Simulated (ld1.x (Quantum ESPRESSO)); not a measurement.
## Sb (Z = 51): one change to a TM potential, before and after

ld1.x (Quantum ESPRESSO) 7.5 input, shortened:

```
&input
   title='Sb', zed=51., rel=2, dft='PZ', iswitch=3,
   config='[Kr] 4d10 5s2 5p3', rel_dist='average'
 /
 &inputp
   pseudotype=2, tm=.true., lloc=0,
   nlcc=.true., new_core_ps=.true.
 /
3
5P  2  1   3.00   0.00  1.90  1.90  0.0
4D  3  2  10.00   0.00  1.55  1.55  0.0
5S  1  0   2.00   0.00  1.80  1.80  0.0
 &test
   configts(1)='4d10 5s2 5p3'
 /
```

Open shells are filled in proportion to 2j + 1 (rel_dist='average').

All-electron outer shells of the reference configuration (LDA (PZ), scalar-relativistic, ld1.x):

```
shell  level (eV)  outermost node (bohr)  outermost maximum (bohr)
   4s     -148.49                   0.39                      0.73
   4p     -101.60                   0.39                      0.76
   4d      -33.55                   0.38                      0.84
   5s      -13.09                   0.95                      1.88
   5p       -5.00                   1.04                      2.32
```

Change: local potential the d channel.

Cutoffs: the cutoffs (Ry, on a coarse ladder) from which the occupation-weighted sum of valence levels, in a spherical-Bessel basis at the reference potential, stays within 10 and 1 mRy of its value at 400 Ry; they do not see the model core or the augmentation charge, which bear on the density cutoff. Errors are all-electron minus pseudo energies relative to the spin-unpolarised reference configuration.

Task: What does the change do?

Result: The potential gets neither clearly harder nor softer (90 Ry and 140 Ry → 90 Ry and 140 Ry); a bound ghost appears in p, s, which as a rule spoils a file; the miss of the reference levels goes from 0.00 to 0.76 eV; of the 7 tests that both files solve, the error grows in 4 and shrinks in 3 by more than 15 % and 0.3 meV (median size 3.7 → 6.9 meV); the range in which the s phases agree narrows (upper end 4.1 → 3.0). In the separable form a ghost depends on how the local part lies against the semilocal potential of the channel, so the choice of the local part can create or remove one. In the changed file the local d channel has no projectors, so it cannot carry the spin–orbit splitting, and the file is wrong for that shell.

```tsv
quantity	base	changed
cutoff, loose	90 Ry	90 Ry
cutoff, tight	140 Ry	140 Ry
loose cutoff by channel (10 mRy a level)	p 10 Ry, d 80 Ry, s 18 Ry	s 18 Ry, p 25 Ry, d 70 Ry
bound ghosts	none	s, p3/2, p1/2
largest miss of a reference level, eV	0.00	0.76
error for 4d10 5s2 5p2, meV [ΔE 8.54 eV]	+1.3	+0.3
error for 4d10 5s2 5p1, meV [ΔE 24.81 eV]	+4.7	+2.4
error for 4d10 5s2 5p0, meV [ΔE 49.62 eV]	+4.9	+8.2
error for 4d9 5s2 5p3, meV [ΔE 40.77 eV]	-322	-243
error for 4d10 5s0 5p5, meV [ΔE 16.59 eV]	-3.7	-6.9
error for 4d10 5s1 5p4, meV [ΔE 8.18 eV]	-1.1	-1.6
error for 4d10 5s1 5p0, meV [ΔE 94.44 eV]	-1.7	+8.8
s: phases at 2.04 bohr within 0.05 rad from the reference energy up to (Ry; the scan ends near 5)	4.1	3.0
p1/2: phases at 2.04 bohr within 0.05 rad from the reference energy up to (Ry; the scan ends near 5)	to the end of the scan	to the end of the scan
p3/2: phases at 2.04 bohr within 0.05 rad from the reference energy up to (Ry; the scan ends near 5)	to the end of the scan	to the end of the scan
d3/2: phases at 2.04 bohr within 0.05 rad from the reference energy up to (Ry; the scan ends near 5)	0.1	n/a
d5/2: phases at 2.04 bohr within 0.05 rad from the reference energy up to (Ry; the scan ends near 5)	0.2	n/a
```

 A true bound ghost makes a file unfit for plane-wave use even where its test errors are small: the radial tests pick states by their node count and pass the ghost by.
